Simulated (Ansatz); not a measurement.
Stepwise reaction of `[OH][GeH2][SiH](O)O` with hydrogen, as a gas-phase model of exchange steps in deposition or etching. ΔE in kJ/mol.

Gas-phase electronic energies from Ansatz, PBE0-D4/def2-TZVP geometries. CCSD(T)/CBS adds triple-zeta CCSD(T) − MP2 to the extrapolated MP2 energy (def2 sets, frozen cores). This one scheme is used for every species. Functionals use def2-TZVPP. B3LYP here is the variant with VWN-RPA as its local correlation; programs differ in this. For Ge outer-core shells are correlated without core-valence functions, which leaves a few kJ/mol of doubt a bond. Scalar relativity is left out up to krypton. One conformer a species, not always the lowest.

| step | reaction | PBE-D4 | B3LYP-D4 | ωB97M-V | CCSD(T)/CBS |
| --- | --- | --- | --- | --- | --- |
| 1 | `[OH][GeH2][SiH](O)O` + H₂ → `O[SiH](O)[GeH3]` + H₂O | 4.9 | 9.4 | 8.0 | 3.7 |
| 2 | `O[SiH](O)[GeH3]` + H₂ → `O[SiH2][GeH3]` + H₂O | 83.0 | 86.6 | 86.9 | 83.4 |
| 3 | `O[SiH2][GeH3]` + H₂ → `[SiH3][GeH3]` + H₂O | 51.2 | 58.4 | 57.8 | 55.5 |

By hand: ΔE of the 3 steps together at CCSD(T)/CBS.

(3.7) + (83.4) + (55.5) = 142.6 kJ/mol, or 47.5 kJ/mol a step.

In ΔE step 1 is the lowest and step 2 the highest. PBE-D4 differs from CCSD(T)/CBS by -4.3 to 1.2 kJ/mol a step. Isolated molecules leave out the surface, adducts and barriers. Largest T1 diagnostic: 0.012.
